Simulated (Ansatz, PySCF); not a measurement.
Pair of molecules: NH3 (SMILES N) (first 4 atoms) with CH5N (SMILES CN); geometry from B3LYP-D3(BJ)/def2-TZVP.
(charge 0, multiplicity 1):
```xyz
11

N      0.304    -0.181     0.200
H      0.107     0.324     1.064
H      0.620     0.495    -0.487
H     -0.573    -0.559    -0.140
C     -0.032    -0.687     3.638
N      0.176     0.705     3.229
H      0.509    -1.340     2.952
H     -1.093    -0.929     3.552
H      0.286    -0.917     4.662
H      1.154     0.958     3.314
H     -0.348     1.339     3.820
```

Interaction energies are E(AB) − E(A) − E(B) at the monomers' geometry in the complex; basis-set methods are counterpoise corrected. Rows marked so take none.

Rows in 6-31G*, STO-3G carry no dispersion term and start afresh at each structure (6-31G* with six Cartesian d functions).

Run with Ansatz (Gaussian orbitals); PySCF for 6-31G* rows, STO-3G rows, the dispersion terms. 

Question: One of these levels gives -3.65 kcal/mol for the interaction energy. Name it.
(A) B3LYP/6-31G*
(B) BLYP-D3(BJ)/def2-TZVPPD
(C) HF/STO-3G (no counterpoise)

Answer: B, BLYP-D3(BJ)/def2-TZVPPD. The others give -2.70 (HF/STO-3G (no counterpoise)), -3.20 (B3LYP/6-31G*)

Ansatz is an electronic-structure program.
